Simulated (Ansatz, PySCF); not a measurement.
Reaction: CH3N (SMILES N=C) → CH2N (SMILES C=[N], doublet) + H (doublet) (the H-N bond breaks)
Each species at its own B3LYP-D3(BJ)/def2-TZVP minimum (Ansatz, a first-principles code).

Total energies in hartree (Ansatz). Open shells are spin-unrestricted; no spin-orbit coupling. Correlated methods leave the cores frozen. No relativity. Where a partner has so few electrons that a lower coupled-cluster level is exact, that level stands in. The UHF reference of CH2N (C=[N], doublet) is spin-contaminated (<S^2> up to 0.18 over the pure value in the sets run).

```tsv
species	HF/cc-pVTZ	CCSD(T)/cc-pVTZ	HF/cc-pVQZ	CCSD(T)/cc-pVQZ	CCSDT(Q)/cc-pVTZ
1: CH3N (SMILES C=N)	-94.06771	-94.47249	-94.07484	-94.50115	-94.47366
2: CH2N (SMILES C=[N], doublet)	-93.46588	-93.82264	-93.47240	-93.84908	-93.82463
3: H (doublet)	-0.49981	-0.49981	-0.49995	-0.49995	-0.49981
```

Q: Work out the bond dissociation energy (enthalpy at 298 K, ideal-gas terms from PySCF's Hessians at B3LYP-D3(BJ)/def2-TZVP) in kcal/mol: take Hartree-Fock from cc-pVQZ, extrapolate the CCSD(T) correlation energy as X^-3 (X = 3, 4), and add CCSDT(Q) - CCSD(T) in cc-pVTZ. The further terms named in the bracket sum to -0.01233 hartree. 1 hartree = 627.51 kcal/mol.

A: 
Species 1: correlation (64·(-0.42631) - 27·(-0.40478))/37 = -0.44202; step -0.00117; E1 = -94.07484 + (-0.44202) + (-0.00117) = -94.51803
Species 2: correlation (64·(-0.37668) - 27·(-0.35676))/37 = -0.39122; step -0.00199; E2 = -93.47240 + (-0.39122) + (-0.00199) = -93.86561
Species 3: correlation (64·(0.00000) - 27·(0.00000))/37 = 0.00000; step +0.00000; E3 = -0.49995 + (0.00000) + (+0.00000) = -0.49995
-1·E1 +1·E2 +1·E3 -0.01233 = 0.14014 hartree = 87.9 kcal/mol. From measured enthalpies of formation at 298 K: 87.9 kcal/mol (Active Thermochemical Tables 1.112 (ions: stationary electron), as tabulated in the package chemicals). The calculations leave out spin-orbit terms. The composite differs from it by +0.0 kcal/mol; core, relativistic and spin-orbit terms are not in it.
